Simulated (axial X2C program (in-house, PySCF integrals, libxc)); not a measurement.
# Which molecule has these constants?

All values come from calculations with an in-house all-electron X2C program for linear molecules (integrals from PySCF), spin-free (one-electron X2C) or two-component (2c: spin–orbit coupling with atomic mean-field Coulomb and Gaunt terms, which also bring small scalar terms), in Dyall basis sets with cores contracted in-house; open shells are unrestricted.

A two-component PBE0 calculation in a Dyall 3-zeta basis gave Re = 1.601 Å, ωe = 894.2 cm⁻¹, De = 4.13 eV, dipole magnitude 4.11 D, Ω = 1.

Task: Which molecule is it?
A. CrTe
B. CrO
C. CrSe

Result: B. The others have CrSe 2.264 Å and 300.8 cm⁻¹ (Ω = 1); CrTe 2.513 Å and 239.0 cm⁻¹ (Ω = 1).

Each entry is the lowest single determinant of a limited PBE0 search at one distance. De goes to single-determinant-based atoms at the same level (for ions the charge split of lowest energy) and is withheld (n/a) where an atom does not fit its ground term or J level. Main or longest-lived isotopes. One determinant is a doubtful description, or other states lie close, for CrO, CrSe, CrTe; these need not be ground states, and all values refer to the states named. Some open-shell Ω = 0 determinants are out of reach, so the Ω given for CrO, CrSe, CrTe need not be the lowest component. With several unpaired electrons the Ω given is that of one determinant, not necessarily of the lowest component. Some light 2c atoms are not at their ground J level, so De misses part of their lowering (0.04 eV or less). The functionals have no current term, which raises determinants with orbital currents.
